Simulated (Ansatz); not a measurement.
The same ligand exchange along the group B, Al, In.

Gas-phase electronic energies from Ansatz, PBE0-D4/def2-TZVP geometries. CBS: MP2 limit from def2 TZ/QZ plus the TZ coupled-cluster correction, frozen cores. This one scheme is used for every species. DFT in def2-TZVPP. Elements past krypton have def2 core potentials. For In outer-core shells are correlated without core-valence functions, which leaves a few kJ/mol of doubt a bond. One conformer a species, not always the lowest.

```json
{"reaction": "`OBS` + `N[SiH3]` → `OBN[SiH3]` + H₂S", "ωB97X-V (kcal/mol)": "-11.1", "MP2/CBS(def2) (kcal/mol)": "-10.8", "B2PLYP (kcal/mol)": "-11.1"}
{"reaction": "`[OH][AlH][SH]` + `N[SiH3]` → `[OH][AlH][NH][SiH3]` + H₂S", "ωB97X-V (kcal/mol)": "2.9", "MP2/CBS(def2) (kcal/mol)": "3.0", "B2PLYP (kcal/mol)": "2.7"}
{"reaction": "`[OH][InH][SH]` + `N[SiH3]` → `[OH][InH][NH][SiH3]` + H₂S", "ωB97X-V (kcal/mol)": "15.7", "MP2/CBS(def2) (kcal/mol)": "14.9", "B2PLYP (kcal/mol)": "15.9"}
```

(1) Give the CCSD(T)/CBS values in the same order. (Best estimate.)

Largest T1 diagnostic: 0.016, for `[OH][InH][SH]`.

Answers

(1) Computed: -11.4, 2.6, 14.5 kcal/mol.
